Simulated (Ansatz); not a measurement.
`[SiH3]/C=C/Cl` + H₂S → `[SiH3]S` + `C=CCl`  (ligand exchange at the Si–C bond)

Calculated with Ansatz (gas phase, PBE0-D4/def2-TZVP geometries, no zero-point term in ΔE). CBS: MP2 limit from def2 TZ/QZ plus the TZ coupled-cluster correction, frozen cores. This one scheme is used for every species. Functionals use def2-TZVPP. HSE06 is defined as in plane-wave codes.

Task: Is it downhill or uphill in electronic energy at CCSD(T)/CBS, and by how much? (An estimate is asked.)

Result: The calculation gave: Downhill: ΔE = -48.8 kJ/mol.

Task: What do these levels give: B97M-V, HSE06-D4, ωB97X-V, PBE, revPBE, r2SCAN, BHLYP, CAM-B3LYP, RPA@PBE/def2-TZVPP, HF/def2-TZVPP, HF/def2-QZVPP, CCSD/CBS(def2)? (An estimate is asked.)

Result: Ansatz gave: B97M-V -49.6, HSE06-D4 -50.2, ωB97X-V -49.3, PBE -50.2, revPBE -51.6, r2SCAN -50.4, BHLYP -51.3, CAM-B3LYP -48.6, RPA@PBE/def2-TZVPP -43.4, HF/def2-TZVPP -53.7, HF/def2-QZVPP -53.4, CCSD/CBS(def2) -49.8 kJ/mol.

Task: What do rigid-rotor, harmonic-oscillator terms from PBE0-D4/def2-TZVP frequencies (298.15 K, 1 bar) make of the CCSD(T)/CBS value? (An estimate is asked.)

Result: Computed: ΔZPE = +9.0 kJ/mol, ΔH = -42.3 kJ/mol, ΔS = 12 J/(mol·K), ΔG = -45.8 kJ/mol.

Largest T1 diagnostic among the species: 0.011.

In def2-TZVPP, CCSD(T) changes the Hartree–Fock value by +7.5 kJ/mol (the triples alone add +1.0 kJ/mol) and MP2 by +6.4 kJ/mol. Leaving LDA and LC-ωPBE aside and taking each functional with its dispersion term where it has one, the values, not all of them listed here, spread over 5.6 kJ/mol, from r2SCAN0-D4 to BLYP-D4. LDA lies +4.9 kJ/mol from PBE without D4.
